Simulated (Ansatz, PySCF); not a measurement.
System: 1-ethenoxy-1-fluoroethene, C4H5FO (charge 0, singlet). 
Geometry from a B3LYP-D3(BJ)/def2-TZVP (Ansatz, a program for electronic structure) optimisation:
```
C
C 1 1.3188
F 1 1.3433 2 122.20
O 1 1.3478 2 125.31 3 -176.27
H 2 1.0778 1 119.58 3 -179.14
H 2 1.0783 5 120.10 1 179.03
C 4 1.3821 1 119.19 2 -117.35
C 7 1.3221 4 126.82 1 7.12
H 8 1.0796 7 118.90 4 178.75
H 7 1.0801 8 124.01 9 -0.16
H 8 1.0806 9 118.11 7 -179.77
```

Wanted: atomisation energy (electronic, to ground-state atoms); the coupled-cluster value holds the core correlation from cc-pwCVTZ, in kJ/mol. Valence correlation only, unless marked. UHF or UKS for open shells. Spin-orbit coupling is left out. No relativistic terms. Basis-set limits of correlation are two-point, X^-3; Hartree-Fock from the larger set. [CCSD(T)-MP2]/basis is that difference in the basis named.

Level to compare with: RI-MP2/CBS(cc-pVTZ,cc-pVQZ)+[CCSD(T)-MP2]/cc-pVTZ plus the core term (Ansatz), 4677.2 kJ/mol. It is a level with limits of its own, and the differences hold the functionals' basis error too.

**Question.** Rank these functionals by how close they come to RI-MP2/CBS(cc-pVTZ,cc-pVQZ)+[CCSD(T)-MP2]/cc-pVTZ, closest first: BHLYP/def2-TZVPD (Ansatz); wB97X-V/def2-TZVPD (Ansatz); TPSSh/def2-TZVPD (PySCF).

**Answer.** wB97X-V/def2-TZVPD (range-separated hybrid with VV10, 4660.5 kJ/mol, difference -16.7), TPSSh/def2-TZVPD (hybrid meta-GGA, 4640.6 kJ/mol, difference -36.6), BHLYP/def2-TZVPD (global hybrid, 4449.7 kJ/mol, difference -227.5)
